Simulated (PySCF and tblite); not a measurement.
C₇H₉NO, numbered as in [CH3:1][CH2:2][c:3]1[cH:4][cH:5][cH:6][cH:7][n+:8]1[O-:9]. The ensemble was built from 60 distance-geometry starts (ETKDG and KDG, MMFF94s, GFN2-xTB) and rests on GFN2-xTB geometries. Free energies are BLYP-D3(BJ)/def2-SVP (IEF-PCM, methanol) single points with GFN2-xTB rigid-rotor and vibrational terms (modes under about 100 cm⁻¹ blended into free rotors). Symmetry numbers and mirror images are counted. Conformers within 2.5 kcal/mol (GFN2-xTB free energy) were kept, 4 at most. GIAO shieldings: PBE/pcSseg-1 (IEF-PCM, methanol). Shifts are against TMS (¹H), TMS (¹³C) at the same level. Codes: tblite and PySCF.

Torsions listed: C1–C2–C3–N8. Of a mirror pair one member is shown.

Two conformers hold nearly all the population. I: 79°; δ(C4) = 131.83 ppm. II: 180°; δ(C4) = 127.80 ppm. The average over the ensemble at 298.15 K is 130.29 ppm.

What populations and free-energy difference follow from a two-state model?

p(I) = (130.29 − 127.80)/(131.83 − 127.80) = 0.62, so K = p(II)/p(I) = 0.62 and G(II) − G(I) = −RT ln K = 0.28 kcal/mol. One of the two counts twice, as a mirror pair, which this difference holds. The weights computed directly are 61.7 % and 38.3 %.


Conformer gaps in def2-SVP on xTB geometries can be 2 kcal/mol too large for S=O, P=O and other polar bonds.